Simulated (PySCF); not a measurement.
Structure problem from calculated spectra and properties.

Formula: C7H9NO.

- Valence photoelectron: vertical ionisation energy: 9.34 eV [ΔSCF wB97X-D/def2-SVPD]
- Triplet: lowest triplet excitation (Tamm–Dancoff): 4.34 eV [TDA wB97X-D/def2-SVPD]
- NMR, other nuclei: isotropic shieldings of nuclei other than C and H, by class: -91 (1 N), 322 (1 O) ppm [GIAO PBE0/pcSseg-1]
- Polarisability: 92.5 au [wB97X-D/def2-SVPD]
- 13C NMR: chemical shifts (computed TMS as zero) by class: 155.4 (2 C), 152.6 (1 C), 124.1 (2 C), 73.7 (1 C), 59.1 (1 C) ppm [GIAO PBE0/pcSseg-1]
- 1H NMR: chemical shifts (computed TMS as zero) by class: 8.71 (2 H), 7.20 (2 H), 4.35 (2 H), 3.50 (3 H) ppm [GIAO PBE0/pcSseg-1]
- Rotational structure: rotational constants A, B, C: 5.030, 0.907, 0.776 GHz [PBE0-D3(BJ)/def2-SVP]
- UV, strongest line: among the 10 lowest singlet transitions: S6 at 7.18 eV (173 nm, f = 0.376) [TDDFT wB97X-D/def2-SVPD]
- UV, first state: lowest singlet excitation: 5.10 eV (243 nm, f = 0.004) [TDDFT wB97X-D/def2-SVPD]
- Dipole: 3.74 D [wB97X-D/def2-SVPD]

The electronic properties come from PySCF, for the isolated species, density fitting. Levels stand in brackets. Isolated species at its PBE0-D3(BJ)/def2-SVP geometry (one conformer only). NMR classes are plain means over equivalent atoms (diastereotopic ones count apart unless rotation or inversion swaps them), as if these changed places fast.

Task: What is the compound? Reason from the data.

Result: Numbering: `[CH3:1][O:2][CH2:3][c:4]1[cH:5][cH:6][n:7][cH:8][cH:9]1`. Its formula, C7H9NO, gives 4 degrees of unsaturation: 1 ring and 3 π bonds in the structure found (Kekulé form). 7 carbons fall into 5 classes; from least to most shielded: aromatic CH next to a ring nitrogen [C6/C8] (155.4 ppm, 2 C), substituted aromatic carbon [C4] (152.6 ppm), aromatic CH carbon [C5/C9] (124.1 ppm, 2 C), chain sp3 carbon bound to oxygen [C3] (73.7 ppm), methoxy carbon [C1] (59.1 ppm). Hydrogen classes from least to most shielded: 2 H on 2 like atoms (aromatic CH next to a ring nitrogen), C6/C8 (8.71 ppm), 2 H on 2 aromatic CH carbons, C5/C9 (7.20 ppm, a mean of values up to 0.7 ppm apart in this geometry), 2 H on an sp3 carbon bound to oxygen, C3 (4.35 ppm), 3 H on a methoxy carbon, C1 (3.50 ppm, a mean of values up to 0.6 ppm apart in this geometry). The other shieldings belong to: -91 ppm, pyridine-type nitrogen [N7]; 322 ppm, ether oxygen [O2]. The first electron is taken from the HOMO, whose largest Löwdin shares are 0.59 on the pyridine-type nitrogen, 0.11 on each of 2 atoms of one kind (aromatic CH next to a ring nitrogen) and 0.05 on an aromatic CH carbon. By its constants the optimised geometry is an asymmetric top. Structure: `COCC1=CC=NC=C1`. Computed isomers that give other values at the same levels: `C=CC(=C)C(=C)C(N)=O` (rotational constant A: 2.745 GHz; this holds for the one conformer computed); `N#C[C@@H]1CC[C@H]2O[C@H]2C1` (lowest singlet excitation: 7.69 eV (161 nm, f = 0.000)); `C=CC(C=C)=NC(C)=O` (rotational constant A: 2.187 GHz; this holds for the one conformer computed). The assignments are read from this structure; whether some other isomer fits the data as well wasn't checked.

Shape of the structure used: `[CH3:1][O:2][CH2:3][c:4]1[cH:5][cH:6][n:7][cH:8][cH:9]1`: C1–O2–C3–C4 179°, O2–C3–C4–C5 -4°.
